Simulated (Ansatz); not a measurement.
One change: `B[SiH]1BO1` becomes `O[SiH]1BO1`.

Ansatz, PBE0-D4/def2-TZVP geometries, multiplicity 1. Each molecule was computed in one conformer, which needn't be the lowest.

| property | `B[SiH]1BO1` |
| --- | --- |
| LUMO energy (PBE0/def2-TZVPP) / eV | -2.66 |
| size of the dipole moment (ωB97M-V/def2-TZVPP) / D | 0.88 |
| HOMO–LUMO gap (PBE/def2-TZVPP) / eV | 2.49 |
| ideal-gas entropy at 298 K and 1 bar (rigid rotor, harmonic PBE0-D4/def2-TZVP) / J/(mol·K) | 304 |
| HOMO energy (PBE/def2-TZVPP) / eV | -5.99 |
| HOMO energy (B3LYP/def2-TZVPP) / eV | -6.75 |

(1) Give the same properties after the change, and the shifts. (An estimate is asked.)

Results:

(1) Computed: 
| property | `O[SiH]1BO1` | shift |
| --- | --- | --- |
| LUMO energy (PBE0/def2-TZVPP) / eV | -1.03 | 1.63 |
| size of the dipole moment (ωB97M-V/def2-TZVPP) / D | 1.91 | 1.03 |
| HOMO–LUMO gap (PBE/def2-TZVPP) / eV | 3.75 | 1.26 |
| ideal-gas entropy at 298 K and 1 bar (rigid rotor, harmonic PBE0-D4/def2-TZVP) / J/(mol·K) | 293 | -11 |
| HOMO energy (PBE/def2-TZVPP) / eV | -5.79 | 0.20 |
| HOMO energy (B3LYP/def2-TZVPP) / eV | -6.80 | -0.05 |

With PBE0 the HOMO falls by 0.06 eV and the LUMO rises by 1.63 eV, so the gap widens by about 1.69 eV. PBE moves the HOMO by 0.20 eV and ωB97M-V by -0.22 eV. The zero-point energy changes by -14.8 kJ/mol with -3 modes. Dipoles are sizes alone; their direction can turn.

B3LYP here is the variant with VWN-RPA as its local correlation; programs differ in this.
